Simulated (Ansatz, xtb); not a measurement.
Two isomers of C5H7F3O

Structure X: `COC1(C(F)(F)F)CC1`, a singlet. Structure Y: `CO[C@@H]1C[C@H]1C(F)(F)F`, a singlet. Both are isolated molecules in the gas phase, relaxed with B3LYP/def2-SVP; the shapes shown needn't be the lowest conformers.

X (Å):

```xyz
16

C     0.5692   -0.9513    0.1221
C     0.8369    1.2077   -0.8775
C     0.4668    2.1913    0.2157
C     1.3921    1.7563   -2.1583
C     0.0011    1.1696   -2.1339
F    -0.4844    1.6950    1.0346
F     1.5227    2.4990    0.9793
F    -0.0162    3.3406   -0.2969
O     1.4288    0.0444   -0.4102
H    -0.2687   -1.1752   -0.5630
H     1.1781   -1.8581    0.2453
H     0.1531   -0.6640    1.1016
H     1.4999    2.8385   -2.2600
H     2.1908    1.1573   -2.6013
H    -0.1438    0.1840   -2.5834
H    -0.8518    1.8477   -2.2175
```

Y (Å):

```xyz
16

C    -2.7008   -2.5325    1.1402
C    -1.1284   -0.8075    1.0090
C    -0.7577    0.4906    0.3770
C    -0.4082   -0.8050   -0.3242
C     1.0088   -1.2705   -0.4293
F     1.6433   -0.7236   -1.4824
F     1.7230   -0.9566    0.6727
F     1.0779   -2.6074   -0.5809
O    -2.4684   -1.1447    1.0329
H    -2.2973   -2.9430    2.0861
H    -3.7888   -2.6875    1.1241
H    -2.2439   -3.0918    0.3013
H    -0.5461   -1.1309    1.8847
H    -1.5691    1.0751   -0.0627
H     0.0508    1.0689    0.8304
H    -1.0079   -1.0726   -1.1987
```

Problem. Estimate which is lower in electronic energy at CCSD(T)/def2-SVP + ΔMP2/def2-TZVPP, and by roughly how much.

Solution. CCSD(T)/def2-SVP + ΔMP2/def2-TZVPP gives E(Y) − E(X) = −5.60 kJ/mol, favouring structure Y, but this leans on the basis-set step: CCSD(T) alone gives −2.58 kJ/mol.

The same difference at several levels:

| level | geometry | E(Y) − E(X) (kJ/mol) | departure from the last row (kJ/mol) | job, with rough time for the two |
| --- | --- | --- | --- | --- |
| GFN2-xTB | GFN2-xTB | −7.26 | −1.66 | optimisation, 0.62 s |
| HF/STO-3G | GFN2-xTB | −7.43 | −1.83 | single point, 2.1 s |
| r2SCAN-D4/def2-SVP | GFN2-xTB | −5.55 | +0.05 | single point, 13 s |
| B3LYP/def2-SVP | B3LYP/def2-SVP | −8.18 | −2.58 | optimisation, 3.6 min |
| HF/def2-SVP | B3LYP/def2-SVP | −10.78 | −5.18 | part of the CCSD(T) run |
| MP2/def2-SVP | B3LYP/def2-SVP | −3.10 | +2.51 | part of the CCSD(T) run |
| CCSD(T)/def2-SVP | B3LYP/def2-SVP | −2.58 | +3.03 | single point |
| CCSD(T)/def2-SVP + ΔMP2/def2-TZVPP | B3LYP/def2-SVP | −5.60 |  | single point, 9.5 min |

As drawn, both hold the same kinds of bond in the same numbers.

The largest departure from CCSD(T)/def2-SVP + ΔMP2/def2-TZVPP is that of HF/def2-SVP, 5.18 kJ/mol. The last row adds to CCSD(T) the change of the MP2 difference between the two basis sets, here −3.03 kJ/mol.

With thermal terms from frequencies at re-optimised GFN2-xTB minima (ideal gas, soft modes damped towards free rotors, one conformer each, 298.15 K, 1 atm): the zero-point term adds −0.21 kJ/mol; ΔH is −5.71 and ΔG −7.27 kJ/mol.

The correlated steps freeze 9 core orbitals. Mirror images aren't counted in ΔG. Run with Ansatz 0.2.0, xtb 6.7.1; the last row on 2 threads of Intel(R) Xeon(R) Processor @ 2.50GHz (Skylake/Cascade Lake) on a shared host.
